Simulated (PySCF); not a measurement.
These compounds are isomers of formula C₁₀H₁₁P.

A. `InChI=1S/C10H11P/c1-8-10(11(8)2)9-6-4-3-5-7-9/h3-7H,1-2H3`
B. `c1cccc2[pH]c(C)c(C)c21`
C. `C=[P@@]1(C)C=Cc2ccccc21`

Spectrum 1. ¹³C{¹H} NMR (computed): δ 140.0 (C), 137.3 (CH), 135.0 (C), 134.2 (CH), 133.8 (C), 133.8 (CH), 24.8 (CH3), 17.5 (CH3).

Spectrum 2. ¹³C{¹H} NMR (computed): δ 148.6 (C), 146.7 (CH), 145.6 (CH), 142.0 (C), 137.4 (CH), 136.8 (CH), 132.9 (CH), 129.2 (CH), 16.4 (CH3), -0.6 (CH2).

Spectrum 3. ¹³C{¹H} NMR (computed): δ 155.0 (C), 149.3 (C), 145.8 (C), 145.0 (C), 135.3 (CH), 132.7 (CH), 129.8 (CH), 125.2 (CH), 16.6 (CH3), 15.1 (CH3).

All values are calculated (PySCF 2.14.0 with density-fitted response routines): geometry: GFN2-xTB, PBE0/pcSseg-1 with gauge-including orbitals. Equivalent nuclei averaged, non-relativistic, no solvent, one computed conformer.

Scale: ¹³C vs TMS (reference shieldings calculated alike). Splittings of carbon signals by F and P are missing where no couplings were computed. Shifts are as computed. Against solution values, carbons near 30 ppm lie about +3 ppm off and those near 130 ppm about +5 ppm. Of 1211 compounds with measured shifts, 218 miss one by over three times the rms of a fit or turn the order of signals round; such compounds aren't used in these exercises.

Q: Which spectrum belongs to which compound?

A: 1–A, 2–C, 3–B.

- Spectrum 1 (A): 8 ¹³C signals; δC 140.0 is a fully substituted alkene carbon; δC 137.3 is an aromatic CH.
- Spectrum 2 (C): 10 ¹³C signals; δC 146.7 is an alkene CH; δC 145.6 is an alkene CH.
- Spectrum 3 (B): 10 ¹³C signals; δC 135.3 is an aromatic CH; δC 132.7 is an aromatic CH.
